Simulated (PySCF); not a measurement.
**Computed properties of ZnHBr, SMILES [ZnH][Br]**

ZnHBr, SMILES [Br][ZnH]. Geometry optimised at B3LYP-D3(BJ)/def2-TZVP. One conformer was computed; it need not be the lowest. All values are computed for the isolated molecule unless a solvent is named; none is compared with measurement here.

**Structure.** The optimised structure has C∞v symmetry. All 4 harmonic modes at B3LYP-D3(BJ)/def2-TZVP (PySCF) are real, so it is a minimum.

**Vibrations.** The strongest infrared lines (harmonic, unscaled, degenerate partners summed) lie at 429 cm⁻¹ (118 km/mol, H 95 %), 1954 cm⁻¹ (92 km/mol, H 98 %), 304 cm⁻¹ (21 km/mol, Zn 54 %, Br 45 %). The softest mode is at 304 cm⁻¹ and the zero-point energy is 4.5 kcal/mol.

**Electronic structure.** PBE0/def2-TZVPD (PySCF) places the frontier levels at -8.36 and -0.79 eV, a gap of 7.57 eV, and gives a dipole moment of 1.67 D and a mean polarisability of 48.3 bohr³.

**Excitations.** TDDFT-M06-2X/def2-TZVPD (PySCF) has S1 at 6.42 eV (193 nm, f = 0.000, dark); the most intense of the 10 singlets computed lies at 7.99 eV (f = 1.00). Strengths of degenerate partners are summed. T1 (TDA) is at 6.12 eV. No vertical singlet excitation falls in the visible range (under 3.1 eV).

**NMR.** GIAO shifts at PBE0/pcSseg-2 (PySCF) (non-relativistic, atoms alike by connectivity averaged): ¹H at 4.8 ppm against TMS. Without spin–orbit terms, shifts of atoms bonded to Cl or Br come out too high.
